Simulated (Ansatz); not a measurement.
Reaction (silylene formation by 1,1-elimination): `O[SiH2][SeH]` → `O[SiH]` + H₂Se

Gas-phase electronic energies from Ansatz, PBE0-D4/def2-TZVP geometries. CCSD(T)/CBS is the MP2 limit (def2-TZVPP, def2-QZVPP) plus CCSD(T) − MP2 in def2-TZVPP, frozen cores. This one scheme is used for every species. Functionals use def2-TZVPP. B3LYP here is the variant with VWN-RPA as its local correlation; programs differ in this. For Se outer-core shells are correlated without core-valence functions, which leaves a few kJ/mol of doubt a bond. Scalar relativity is left out up to krypton. Each species was taken in one conformer, which may not be the lowest.

```
          level  ΔE (kcal/mol)  difference from CCSD(T)/CBS
        ωB97M-V           58.4                         -2.3
       PBE-QIDH           64.7                          4.0
         revPBE           54.4                         -6.3
           BLYP           51.0                         -9.7
          B3LYP           55.4                         -5.3
    HF/def2-SVP           56.2                         -4.5
  CCSD/def2-SVP           53.1                         -7.6
 MP2/def2-TZVPP           63.3                          2.6
CCSD/def2-TZVPP           57.9                         -2.8
  HF/def2-QZVPP           58.4                         -2.3
    CCSD(T)/CBS           60.7                            0
```

Largest T1 diagnostic among the species: 0.016.

The D4 term adds +2.9 kcal/mol with B3LYP and +1.5 kcal/mol with PBE0; it sums over pairs of atoms, weighted by their polarisabilities, and B3LYP, whose exchange is more repulsive, gets the larger term. From BLYP to BHLYP (50 % exact exchange), in def2-TZVPP and without D4, ΔE moves by +8.6 kcal/mol. Leaving LDA and LC-ωPBE aside and taking each functional with its dispersion term where it has one, the values, not all of them listed here, spread over 11.1 kcal/mol, from BLYP-D4 to r2SCAN0-D4. LDA lies +6.8 kcal/mol from PBE without D4.
